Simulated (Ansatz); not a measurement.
CH5FS2Si, SMILES `C[Si](F)(S)S`, charge 0, multiplicity 1.

**Question.** Give a relaxed structure at PBE0-D4/def2-TZVP (Ansatz). (Best estimate.)

**Answer.** Computed: 
```xyz
10

C     0.178    1.344   -0.568
Si   -0.119   -0.246    0.325
F     0.317   -0.036    1.850
S     0.974   -1.913   -0.415
S    -2.176   -0.730    0.163
H    -0.429    2.144   -0.137
H     1.229    1.629   -0.488
H    -0.072    1.241   -1.626
H     2.135   -1.510    0.133
H    -2.038   -1.924    0.764
```
This is one stationary point; other conformers may exist.
